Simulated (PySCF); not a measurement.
BI2, SMILES I[B+]I, charge +1.

Geometry optimised at B3LYP-D3(BJ)/def2-TZVP. The def2 effective core potentials stand for the cores of I; spin–orbit coupling is left out.

Two levels are set side by side: PBE/def2-TZVPD (PySCF) and B3LYP/def2-TZVPD (PySCF). Same geometry, gas phase. Differences are taken from unrounded values.

```
quantity                      B3LYP
---------------------------  ------
orbital gap (eV)               5.47
highest occupied level (eV)  -13.47
lowest empty level (eV)       -8.00
mean polarisability (bohr³)    75.2
```

Problem. What does PBE give, and how far is it from B3LYP? (The exact figures need the calculation; the answer reports its results.)

Solution. 
```csv
quantity,PBE,PBE minus B3LYP
orbital gap (eV),4.04,-1.43
highest occupied level (eV),-12.65,0.81
lowest empty level (eV),-8.61,-0.62
mean polarisability (bohr³),76.5,1.3
```

PBE's occupied levels lie high since its potential decays too fast outside the molecule; exact exchange lowers them and widens the gap. Differences between two approximate levels are no errors against the true value.

Rough cost on one machine, each run with all the roots and properties that it gave: B3LYP against PBE within a factor of 2.
